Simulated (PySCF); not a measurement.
# Relaxation of quartet TcH2

Level of theory: UPBE0 in PySCF with Tc def2-TZVP with ECP28, H def2-TZVP; scalar-relativistic core potentials, no spin–orbit coupling; density-fitted integrals. A (50,194) grid was used.

A hand-made side-on start, of C2v symmetry, held to at least that symmetry:

```xyz
3
charge 0 multiplicity 4, angstrom
Tc    0.0000    0.0000   -0.0315
H     0.4200    0.0000    1.5455
H    -0.4200    0.0000    1.5455
```

Problem. What forces act on the atoms at the start (eV/Å)?

Solution. 
```csv
atom,Fx,Fy,Fz
Tc1,0.00,0.00,-0.53
H2,1.99,0.00,0.26
H3,-1.99,0.00,0.26
```

Problem. What does it relax to?

Solution. It ends at C2v with Tc–H 1.614 Å (×2); H–Tc–H 69.0°. A frequency run shows a minimum.

Problem. How much energy is released, and in how many steps?

Solution. 38.6 kJ/mol in 8 steps.

With open d or f shells other occupations or spin states may lie lower. At this level a sextet minimum of C2v symmetry lies 42 kJ/mol below this structure.

The relaxation took of the order of 15 core-seconds on a shared host.
